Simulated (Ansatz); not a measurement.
Program: Ansatz. Geometries: PBE0-D4/def2-TZVP. ΔE: electronic, gas phase. CCSD(T)/CBS adds triple-zeta CCSD(T) − MP2 to the extrapolated MP2 energy (def2 sets, frozen cores). DFT in def2-TZVPP. One conformer a species, not always the lowest.

Consider the isomerisation: `NCCO[SiH3]` → `C[SiH](N)CO`.

`NCCO[SiH3]`:

Z-matrix (Å, degrees):
```
C
C 1 1.507
N 1 1.451 2 109.9
H 1 1.101 2 108.1 3 125.3
H 1 1.095 2 108.0 3 -118.8
O 2 1.418 1 108.8 3 -63.7
H 2 1.098 1 109.3 3 56.5
H 2 1.097 1 110.0 3 175.8
H 3 1.013 1 109.2 2 60.3
H 3 1.011 1 110.9 2 178.2
Si 6 1.643 2 122.4 1 173.1
H 11 1.481 6 106.4 2 -178.0
H 11 1.490 6 110.9 2 62.1
H 11 1.489 6 110.9 2 -58.0
```

`C[SiH](N)CO`:

```xyz
14

C     1.509    0.012    0.980
Si    0.392   -0.143   -0.503
N    -0.223    1.442   -0.857
C    -1.161   -1.140   -0.117
O    -1.995   -0.397    0.762
H     0.946    0.379    1.841
H     2.341    0.696    0.791
H     1.932   -0.961    1.242
H     1.126   -0.777   -1.643
H    -0.689    1.609   -1.737
H     0.336    2.244   -0.610
H    -1.698   -1.412   -1.039
H    -0.911   -2.083    0.380
H    -1.905    0.531    0.508
```

```csv
level,ΔE (kJ/mol),difference from CCSD(T)/CBS
LDA (SPW92),-61.1,-7.7
PBE-D4,-63.6,-10.2
B97M-V,-55.7,-2.3
r2SCAN0-D4,-57.5,-4.1
PBE-QIDH,-54.5,-1.1
PBE,-61.3,-7.9
revPBE,-60.6,-7.2
BLYP,-49.6,3.8
r2SCAN,-59.7,-6.3
r2SCAN0,-57.0,-3.6
RPA@PBE/def2-TZVPP,-37.8,15.6
HF/def2-QZVPP,-22.1,31.3
MP2/def2-QZVPP,-55.8,-2.4
SCS-MP2/def2-QZVPP,-45.9,7.5
HF/CBS(def2),-22.0,31.4
MP2/CBS(def2),-58.1,-4.7
CCSD(T)/CBS,-53.4,0
```

Largest T1 diagnostic among the species: 0.010.

In def2-TZVPP, CCSD(T) changes the Hartree–Fock value by −25.7 kJ/mol (the triples alone add −3.0 kJ/mol) and MP2 by −30.4 kJ/mol. From PBE to PBE0 (25 % exact exchange), in def2-TZVPP and without D4, ΔE moves by +3.5 kJ/mol.

CCSD(T)/CBS has its own doubt, a few kJ/mol and more with outer-core shells, so smaller differences from it don't rank the levels.
